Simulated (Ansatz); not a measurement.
Cost and result for the atomization energy of C2H7AlO2 (12 atoms, 13 bonds).

Z-matrix (Å, degrees):
```
Al
O 1 1.787
C 1 2.395 2 33.7
C 1 1.946 2 118.0 3 112.7
O 1 2.011 2 72.0 3 5.3
H 1 1.596 2 115.9 3 -91.3
H 3 1.096 1 129.0 2 88.4
H 3 1.100 1 120.4 2 -97.1
H 4 1.095 1 111.6 2 -159.0
H 4 1.094 1 112.3 2 -37.7
H 4 1.095 1 111.0 2 82.3
H 5 0.962 1 117.5 2 -116.0
```

Charge 0, multiplicity 1. The bonds changed during the relaxation, so this is another structure than the one it started from. Geometry: relaxed with PBE0-D4/def2-TZVP. It is one conformer, not always the lowest. Program: Ansatz. All runs use 4 threads of an Arm Neoverse V1 on a shared host. Times are those of one run each, without the atoms' runs, and a repeat can differ threefold. Electronic energies, without spin–orbit coupling; frozen cores. CCSD(T)/CBS adds CCSD(T) − MP2 in def2-TZVPP to the MP2 limit, and its time is that of the two runs behind it. T1 = 0.011. B3LYP takes the VWN-RPA correlation (the form of Gaussian; ORCA's B3LYP/G).

CCSD(T)/CBS is a level of theory with its own doubt, some kJ/mol a heavy atom from the limit and from the frozen cores, so smaller differences don't rank the functionals.

```json
{"level": "PBE-D4/def2-TZVPP (with forces)", "functions": "264", "wall time": "2.7 s", "atomization (kJ/mol)": "4520.8", "difference from CCSD(T)/CBS": "53.9", "per bond": "4.1"}
{"level": "PBE0-D4/def2-TZVPP", "functions": "264", "wall time": "3 s", "atomization (kJ/mol)": "4437.9", "difference from CCSD(T)/CBS": "-29.0", "per bond": "-2.2"}
{"level": "B3LYP-D4/def2-TZVPP (with forces)", "functions": "264", "wall time": "4.9 s", "atomization (kJ/mol)": "4441.2", "difference from CCSD(T)/CBS": "-25.7", "per bond": "-2.0"}
{"level": "r2SCAN-D4/def2-TZVPP (with forces)", "functions": "264", "wall time": "5 s", "atomization (kJ/mol)": "4471.3", "difference from CCSD(T)/CBS": "4.4", "per bond": "0.3"}
{"level": "B2PLYP/def2-TZVPP", "functions": "264", "wall time": "5.5 s", "atomization (kJ/mol)": "4405.3", "difference from CCSD(T)/CBS": "-61.6", "per bond": "-4.7"}
{"level": "ωB97X-V/def2-TZVPP", "functions": "264", "wall time": "8 s", "atomization (kJ/mol)": "4464.4", "difference from CCSD(T)/CBS": "-2.5", "per bond": "-0.2"}
{"level": "ωB97M-V/def2-TZVPP (with forces)", "functions": "264", "wall time": "12 s", "atomization (kJ/mol)": "4470.0", "difference from CCSD(T)/CBS": "3.1", "per bond": "0.2"}
{"level": "MP2/def2-QZVPP", "functions": "508", "wall time": "25 s", "atomization (kJ/mol)": "4496.5", "difference from CCSD(T)/CBS": "29.6", "per bond": "2.3"}
{"level": "CCSD(T)/def2-TZVPP", "functions": "264", "wall time": "3.1 min", "atomization (kJ/mol)": "4352.4", "difference from CCSD(T)/CBS": "-114.5", "per bond": "-8.8"}
{"level": "CCSD(T)/CBS(def2)", "functions": "–", "wall time": "3.5 min", "atomization (kJ/mol)": "4466.9", "difference from CCSD(T)/CBS": "0.0", "per bond": "0.0"}
```

From PBE to PBE0 (25 % exact exchange), in def2-TZVPP and without D4, the atomization energy moves by −79.6 kJ/mol: exact exchange takes away binding that semilocal exchange gives to molecules. In def2-TZVPP, CCSD(T) changes the Hartree–Fock value by +1126.8 kJ/mol (the triples alone add +63.0 kJ/mol) and MP2 by +1202.8 kJ/mol; breaking electron pairs costs correlation energy, which Hartree–Fock lacks. The D4 term adds +33.2 kJ/mol with B3LYP and +17.5 kJ/mol with PBE0; it sums over pairs of atoms, weighted by their polarisabilities, and B3LYP, whose exchange is more repulsive, gets the larger term.
